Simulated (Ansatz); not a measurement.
C2H5B2N, SMILES `BB1C=NC1`. Total charge 0; spin multiplicity 1.

```xyz
10

B    -0.184    1.557   -0.885
B    -0.326    0.240    0.102
C    -0.969   -1.126   -0.054
N     0.228   -1.610    0.132
C     0.797   -0.508    0.952
H    -0.735    2.594   -0.646
H     0.517    1.534   -1.857
H    -1.759   -1.687   -0.544
H     0.570   -0.664    2.003
H     1.862   -0.331    0.798
```

Task: What are the harmonic wavenumbers in cm⁻¹ at PBE0-D4/def2-TZVP (Ansatz, finite differences of forces, unscaled)? (Estimate.)

Result: Computed: 174, 181, 304, 407, 546, 696, 730, 785, 919, 937, 957, 1037, 1078, 1142, 1167, 1204, 1340, 1465, 1532, 2572, 2643, 3104, 3177, 3187.

Task: Is this a minimum?

Result: Yes, all 24 modes are real.

Task: Give the ideal-gas thermochemistry at 298.15 K and 1 bar (rigid rotor, harmonic oscillator; point group C1, symmetry number 1).

Result: Zero-point energy 187.1 kJ/mol; H(298) − E = 204.1 kJ/mol; entropy 303.2 J/(mol·K), of which translation 160.9, rotation 104.3, vibration 38.1; G(298) − E = 113.7 kJ/mol.
